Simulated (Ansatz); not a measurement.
Molecule: AuCl, net charge 0, singlet state. SMILES: [Cl][Au]
Structure (B3LYP-D3(BJ)/def2-TZVP (Ansatz, a program for electronic structure) minimum search):
```xyz
2

Au     0.0000     0.0000    -0.3991
Cl     0.0000     0.0000     1.8548
```
Charge 0, spin multiplicity 1.

Wanted: vertical electron affinity (to the doublet state of charge -1; a negative value means that the extra electron is unbound and the number depends on the basis; each state is the SCF solution reached for its spin), in eV. Cores are frozen in the correlated levels unless marked. Open shells are spin-unrestricted. Spin-orbit coupling is left out. The frozen core is the preceding noble-gas configuration, with the filled d and f shells of earlier blocks. Past Kr the def2 sets carry scalar-relativistic core potentials. Anions need diffuse functions: def2-D sets add few. CBS marks a two-point X^-3 extrapolation of the correlation energy; Hartree-Fock from the larger set.

| level | program | vertical electron affinity (eV) |
|---|---|---|
| SVWN5/def2-TZVPD | Ansatz | 2.23 |
| PBE/def2-TZVPD | Ansatz | 1.99 |
| r2SCAN/def2-TZVPD | Ansatz | 2.12 |
| B3LYP/def2-TZVPD | Ansatz | 2.02 |
| PBE0/def2-TZVPD | Ansatz | 1.95 |
| BHLYP/def2-TZVPD | Ansatz | 1.82 |
| CAM-B3LYP/def2-TZVPD | Ansatz | 2.02 |
| wB97M-V/def2-TZVPD | Ansatz | 1.82 |
| wB97X-V/def2-TZVPD | Ansatz | 1.82 |
| wB97X/def2-TZVPD | Ansatz | 1.80 |
| CCSD/def2-SVPD | Ansatz | 1.80 |
| CCSD/def2-TZVPPD | Ansatz | 1.84 |
| CCSD/def2-QZVPPD | Ansatz | 1.92 |
| CCSD/CBS(def2-TZVPPD,def2-QZVPPD) | Ansatz | 1.96 |
| CCSD(T)/def2-SVPD | Ansatz | 1.82 |
| CCSD(T)/def2-TZVPPD | Ansatz | 1.88 |
| CCSD(T)/def2-QZVPPD | Ansatz | 1.97 |
| CCSD(T)/CBS(def2-TZVPPD,def2-QZVPPD) | Ansatz | 2.02 |
